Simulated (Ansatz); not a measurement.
A run on Cl2H2O3W (`[O]=[W]([OH])([OH])([Cl])[Cl]`) with other settings.

```yaml
crystal:
  periodic: [false, false, false]
  atoms:
    - {symbol: O, position_ang: [-1.592905, -0.673299, 1.007265]}
    - {symbol: W, position_ang: [-0.398498, 0.067611, 0.090979]}
    - {symbol: O, position_ang: [1.331110, -0.521240, 0.618375]}
    - {symbol: O, position_ang: [-0.212598, -1.146285, -1.312479]}
    - {symbol: Cl, position_ang: [-1.396018, 1.589123, -1.311086]}
    - {symbol: Cl, position_ang: [0.097621, 1.880905, 1.473423]}
    - {symbol: H, position_ang: [1.771092, -0.068868, 1.343202]}
    - {symbol: H, position_ang: [0.492293, -1.184946, -1.965579]}
basis:
  gaussian: {orbitals: def2-mTZVPP}
hamiltonian: {xc: {name: B2PLYP}}
output: {forces: true}
```

```sh
$ ansatz run in.yaml --threads 4 --pin off --events-out ev --progress --plain --max-ram 11315MiB
```

It prints (some lines left out):

```
Functional definition: B2PLYP
1638 factors; integrals over basis functions are off by at most 8.3e-4 eV
mean field evaluation 1: about -33009.3442 eV, gradient 9.4e1 eV
mean field evaluation 2: about -33009.3606 eV, gradient 9.4e1 eV
mean field evaluation 4: about -33022.8945 eV, gradient 3.2e1 eV
mean field evaluation 8: about -33024.6382 eV, gradient 3.4e-1 eV
mean field evaluation 16: about -33024.6400 eV, gradient 5.6e-4 eV
mean field -33024.63995570 eV, -1213.6331334670 hartree, gradient 6.1e-6 eV, S^2 0.000000; 0 other end points of the search recorded, 0 dependent functions left out
13 core orbitals not correlated: weight in the atoms' cores, before any rotation towards them, 1.000 or more for the frozen orbitals, at most 0.000 for the correlated occupied ones
reference -33024.64012581 eV, -1213.6331397186 hartree; 24, 24 occupied and 135, 135 virtual orbitals, 1638 factors
second order -46.07632665 eV of doubles, -0.00000000 eV of singles
Total energy: -33037.08073401 eV, -1214.0903236372 hartree
Atom 0 at    -1.592905    -0.673299     1.007265 Å, force    -1.506163    -1.001459     1.152482 eV/Å
Atom 1 at    -0.398498     0.067611     0.090979 Å, force     0.855255     1.001943    -0.792923 eV/Å
Atom 2 at     1.331110    -0.521240     0.618375 Å, force     0.739298    -0.437942     0.163691 eV/Å
Atom 3 at    -0.212598    -1.146285    -1.312479 Å, force    -0.149113    -0.736381    -0.520871 eV/Å
Atom 4 at    -1.396018     1.589123    -1.311086 Å, force    -0.401048     0.510769    -0.509267 eV/Å
Atom 5 at     0.097621     1.880905     1.473423 Å, force     0.142709     0.569818     0.515922 eV/Å
Atom 6 at     1.771092    -0.068868     1.343202 Å, force     0.136434     0.081914     0.162863 eV/Å
Atom 7 at     0.492293    -1.184946    -1.965579 Å, force     0.182629     0.011338    -0.171898 eV/Å
Dipole moment:     0.482804    -0.220601    -0.283779 e Å
```

Hardware: 4 threads of an AMD EPYC 9R45 on a shared host. Wall time 4.2 s, peak host memory 0.67 GiB.
